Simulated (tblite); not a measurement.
Start geometry of `CS/C(=C/S[SiH3])[SiH2]F` from a force field or distance geometry (Å):
```
atom  x, y, z in Å
C1     2.7172    1.0184   -0.0095
S2     1.4788    1.2708   -1.3323
C3     0.3546   -0.0238   -0.9155
C4    -0.6552    0.2792   -0.0727
S5    -1.8845   -0.8326    0.4699
Si6   -3.1587    0.3005    1.7786
Si7    0.6861   -1.6296   -1.7960
F8     2.0629   -2.2180   -1.1900
H9     2.2464    1.1151    0.9765
H10    3.1732    0.0361   -0.0872
H11    3.4839    1.7818   -0.1011
H12   -0.7088    1.2798    0.3399
H13   -2.3313    0.8248    2.9076
H14   -4.2274   -0.5773    2.2970
H15   -3.7325    1.4478    1.0243
H16   -0.3830   -2.6516   -1.6057
H17    0.8713   -1.4096   -3.2484
```

Problem. What comes out of this run: GFN2-xTB geometry optimisation, gas phase in tblite?

Solution. 
```
atom  x, y, z in Å
C1     3.0369    0.8242   -0.2107
S2     1.4644    1.5588   -0.7605
C3     0.3496    0.1817   -0.5967
C4    -0.8217    0.4548   -0.0173
S5    -2.1042   -0.7315    0.1109
Si6   -3.3892    0.2490    1.5445
Si7    0.6825   -1.5217   -1.3372
F8     2.0866   -1.4762   -2.1320
H9     2.8933    0.3626    0.7613
H10    3.3894    0.1008   -0.9370
H11    3.7385    1.6488   -0.1331
H12   -1.0531    1.4360    0.3705
H13   -2.6811    0.2930    2.8192
H14   -4.5644   -0.6014    1.5606
H15   -3.6402    1.5933    1.0389
H16    0.8944   -2.5040   -0.2838
H17   -0.2886   -1.8564   -2.3621
```

The energy falls by 0.234 eV over 186 L-BFGS steps, the largest force on an atom goes from 1.42 to 0.007 eV/Å, and the atoms move by 0.827 Å rms after alignment. Among the bonds, Si6–H13 and Si7–H16 change most and about equally (-0.036 to -0.035 Å). Bonds longer at the end by more than 0.005 Å: 4 of 16; shorter: 8. Among the angles that change most is S2–C3–Si7, from 114.1° to 123.5°. Among the dihedrals that turn most is C4–C3–Si7–H16, from 5° to -74°. Rotational constants go from 1465, 511.7, 419.1 to 1680, 503.3, 405.8 MHz. The orientation of the end geometry is arbitrary; only internal coordinates are fixed.

The run took 3.1 s on Arm Neoverse N1, one thread, shared host.

Its GFN2-xTB frequencies are all real (lowest 17 cm⁻¹). One conformer, not necessarily the lowest.

The numbers are calculated, not measured.
